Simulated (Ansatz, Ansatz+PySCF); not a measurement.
```
atom   x (Å)   y (Å)   z (Å)
  Mg  0.0000  0.0000  0.0000
   S  0.0000  0.0000  2.2502
```

Basis set: def2-SVP (spherical functions). Left uncorrelated: 6 orbitals. Charge 0, multiplicity 1.

Computed with Ansatz (development build ahead of 0.2.0); each method stands on the lowest determinant of its kind that the runs found. Restricted open shells among the atoms or ions are ROHF, correlated in semicanonical orbitals with singles.

The atomization energy at this shape (free ground-state atoms in the same class of orbitals less the molecule, no zero-point energy) of singlet MgS:

```
     method  atomization energy
RHF-CCSD(T)             1.57 eV
    RHF-MP2             1.75 eV
    UHF-MP2             1.53 eV
UHF-CCSD(T)             1.29 eV
        UHF             1.27 eV
```

Q: What does RHF give?

A: 0.28 eV. Caution for RHF-CCSD(T), RHF-MP2, RHF: an unrestricted determinant lies well below. Caution for UHF-MP2, UHF-CCSD(T): a plain start can end on a higher determinant; another reference gives a lower total. Caution for UHF-MP2, UHF-CCSD(T), UHF: the unrestricted determinant is a mixture of spin states.
